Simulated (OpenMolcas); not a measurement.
# Mn3+: ligand-field states by method

Mn3+ with 6 ligands (chloride) in octahedral coordination (Oh) at 2.41 Å. A charge of +0.5 e stands 2.4 Å behind each ligand. Ligand basis ANO-RCC-VDZP.

```
Program             : OpenMolcas
Basis               : ANO-RCC-VDZP [5s4p2d1f]
Scalar Hamiltonian  : DKH2, point nucleus
Active space        : 4 electrons in 5 orbitals (3d)
State averaging     : 2S+1 = 5 even, 5 roots; 2S+1 = 3 even, 45 roots; 2S+1 = 1 even, 50 roots
Spin-orbit coupling : state interaction with AMFI integrals over the reference wave functions
```

I. CASSCF
II. SS-CASPT2, IPEA 0.25 Eh, imaginary shift 0.1 Eh (closed shells correlated: 3s 3p and the ligand valence shells)

Spin-free states (labels of O, the rotations of Oh) in cm-1, each column counted from its own energy of the first state listed:

```
State  Degeneracy      I     II
   5E           2      0      0
  5T2           3   9813  12510
  3T1           3  16032   8500
   3E           2  21490  15520
  3T1           3  23649  16520
  3T2           3  24279  17540
  3A2           1  26048  18730
  3A1           1  26803  19090
  1T2           3  27400  15260
   1E           2  28102  16350
   3E           2  29544  21890
  3T1           3  30790  28260
  3T2           3  31752  28340
  1A1           1  32263  19020
  3T1           3  32325  27200
  1A2           1  32717  23280
  1T2           3  33097  22890
  1T1           3  34730  24370
  3T2           3  36982  32380
   1E           2  39058  26970
```

From I to II, I's first state of the same spin (5T2) moves from 9813 to 12510 cm-1, by about +2700 cm-1.

From I to II, I's first state of another spin (3T1) moves from 16032 to 8500 cm-1, by about -7500 cm-1.

χT at 300 K: I 2.94, II 2.95 cm3 K/mol.

Roots that are degenerate in the reference are averaged as groups; the widest CASPT2 spread within a group is 1100 cm-1 (the 2-fold group of multiplicity 1 near 73100 cm-1 above the lowest state of its run, II). Shifts and gaps below about the spread of the groups concerned are not significant. Over all roots computed the reference weight is 0.63 to 0.67 in II; a low but even weight reflects the number of correlated electrons. An orbital doublet at a regular site is open to a Jahn-Teller distortion, which this geometry leaves out. Ligand-to-metal charge-transfer states are missing. With no ligand orbital active B as a rule stays too high, so bands that hang on it stand too high and its fall with covalency is understated. Without dynamic correlation the repulsion within the d shell is too large (B by tens of per cent), so at a given field states of lower spin stand too high (holds for I). With metal d orbitals alone and no dynamic correlation the field as a rule comes out too small, by tens of per cent, by up to half for chloride and softer ligands (holds for I). This shell can be high or low spin here, a state of another spin lies low, and with metal d orbitals alone active their balance is uncertain, so the ground spin may be wrong (holds for II). These CASPT2 states fit no ligand-field parameters well, so their order and spin gaps are uncertain (holds for II). With one d shell and no ligand orbital active, 10Dq can be off by a tenth or more (holds for II). No measured value stands beside these numbers; the geometry is a model, was not optimised and need not be the one that this ion takes.
